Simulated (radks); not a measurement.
Values are calculated unless marked as measured or tabulated.
Question: The silver ion Ag+, [Kr] 4d10. Level of theory: non-relativistic Kohn-Sham, PBE, spin-polarised, spherical densities, point nucleus (a radial shooting solver on a logarithmic mesh with Libxc functionals). Every spin shell is full or empty, so the densities are truly spherical. Functionals are evaluated on that one density, not self-consistently. Rank these orbital-free kinetic functionals by their error against the exact value of the orbitals, and give that value: Thomas-Fermi, von Weizsacker, TF + vW, TF + vW/9, TF + vW/5, LC94, APBEK, revAPBEK, Perdew 92, Thakkar, Pearson, LKT, PG1, DePristo-Kress, Ernzerhof.

Answer: Exact: 5197.12 hartree. From best to worst, with 100 (|E| - |E exact|)/|E exact| (equal figures are ties): LC94 +0.07, DePristo-Kress -0.08, APBEK +0.13, revAPBEK +0.32, Ernzerhof -0.39, Thakkar -0.54, Perdew 92 -0.66, TF + vW/9 -0.67, Pearson -0.93, TF + vW/5 +3.10, Thomas-Fermi -5.39, PG1 +15.46, LKT +19.65, TF + vW +37.02, von Weizsacker -57.59.
